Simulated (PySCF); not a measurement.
SbN(OH)₂, singlet: structure and spectrum

These are results of B3LYP in PySCF with Sb def2-SVP with ECP28, N def2-SVP, O def2-SVP, H def2-SVP; scalar-relativistic core potentials, no spin–orbit coupling; density-fitted integrals, not measurements.

The structure is a saddle point with 1 imaginary mode.

* Point group: C2
* Bond lengths: O–H 0.970 Å (×2), Sb–N 1.902 Å, Sb–O 2.179 Å (×2)
* Bond angles: H–O–Sb 112.7° (×2), N–Sb–O 64.8° (×2), O–Sb–O 129.6°
* Highest occupied level: -6.95 eV
* Atomisation energy without zero-point energy: 1439 kJ/mol
* Rotational constants: 0.2711, 0.1239, 0.0863 cm⁻¹
* Principal polarisabilities: 32.4, 49.2, 70.2 bohr³
* Lowest empty level: -3.38 eV
* Dipole moment: 3.09 D
* Principal quadrupole moments (Buckingham, traceless) about the centre of mass: -10.79, -2.73, 13.52 D Å
* Zero-point energy (real modes): 71.0 kJ/mol

Harmonic modes (masses in u: Sb 120.904, N 14.003, O 15.995, H 1.008):
| symmetry | ω (cm⁻¹) | IR (km/mol) |
| --- | --- | --- |
| b | 458i | – |
| b | 81 | 11.6 |
| a | 177 | 13.8 |
| a | 394 | 84.7 |
| b | 422 | 66.9 |
| a | 480 | 15.0 |
| b | 480 | 112 |
| a | 699 | 12.2 |
| b | 708 | 130 |
| a | 839 | 3.6 |
| b | 3797 | 121 |
| a | 3799 | 12.4 |

In C2 the vibrations span 6b + 6a.

Charges (e):
| atom | Mulliken | Löwdin | polar tensor | Mayer order to Sb1 |
| --- | --- | --- | --- | --- |
| Sb1 | 0.80 | 0.68 | 0.73 | – |
| N2 | -0.23 | -0.20 | 0.15 | 1.74 |
| O3,4 | -0.47 | -0.30 | -0.67 | 0.58 |
| H5,6 | 0.18 | 0.06 | 0.22 | 0.02 |
Other Mayer orders above 0.3: N–O 0.40 (×2), O–H 0.97 (×2).

Mulliken populations on Sb1 (electrons outside its core potential): s 3.89, p 8.07, d 10.24.

Other isomers or separated fragments may lie lower. At this level a singlet minimum of Cs symmetry lies 259 kJ/mol below this structure.

The final relaxation and frequency run took 44 s on 2 threads of a shared Arm Neoverse V2 host, with 78 basis functions and 20 gradients; the process peaked at 1.2 GiB. Launch command: `OMP_NUM_THREADS=2 python axn.py task.json out`.
